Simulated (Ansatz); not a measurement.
`CC(C)[Si]O` + `CC(=O)Br` → `O[Si]Br` + `CC(=O)C(C)C`  (formal exchange of groups at the Si–C bond)

Calculated with Ansatz (gas phase, PBE0-D4/def2-TZVP geometries, no zero-point term in ΔE). CCSD(T)/CBS is the MP2 limit (def2-TZVPP, def2-QZVPP) plus CCSD(T) − MP2 in def2-TZVPP, frozen cores. Functionals use def2-TZVPP. For Br outer-core shells are correlated without core-valence functions, which leaves a few kJ/mol of doubt a bond. Scalar relativity is left out up to krypton. One conformer a species, not always the lowest.

```tsv
level	ΔE (kcal/mol)
r2SCAN-D4	-36.3
B2PLYP	-37.7
PBE	-34.3
r2SCAN	-36.2
PBE0	-37.6
HF/def2-TZVPP	-44.8
CCSD/def2-TZVPP	-39.4
CCSD(T)/def2-TZVPP	-38.0
```

(1) What does CCSD(T)/CBS give? (Estimate.)

Largest T1 diagnostic among the species: 0.013.

Answers

(1) Ansatz gave: -39.0 kcal/mol. The listed levels differ from it by 2.7, 1.3, 4.7, 2.8, 1.4, -5.8, -0.4, 1.0 kcal/mol.

In def2-TZVPP, CCSD(T) changes the Hartree–Fock value by +6.8 kcal/mol (the triples alone add +1.4 kcal/mol) and MP2 by +6.9 kcal/mol. From PBE to PBE0 (25 % exact exchange), in def2-TZVPP and without D4, ΔE moves by −3.3 kcal/mol.
